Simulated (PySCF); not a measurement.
A calculated (M06-L, PySCF 2.14, x2c-TZVPall, the spin-free X2C one-electron Hamiltonian (Gaussian nucleus)) atom or ion has these occupied shells.

| shell | electrons | orbital energy (eV) | rms radius, mean of both spins (bohr) |
| --- | --- | --- | --- |
| 1s α | 1 | -716.93 | 0.204 |
| 1s β | 1 | -713.43 | 0.204 |
| 2s α | 1 | -73.376 | 1.01 |
| 2s β | 1 | -63.790 | 1.01 |
| 2p α | 3 | -52.773 | 0.977 |

Name the element and its charge.

F²⁺ (fluorine, charge +2), in [He] 2s2 2p3, high-spin 4S determinant.
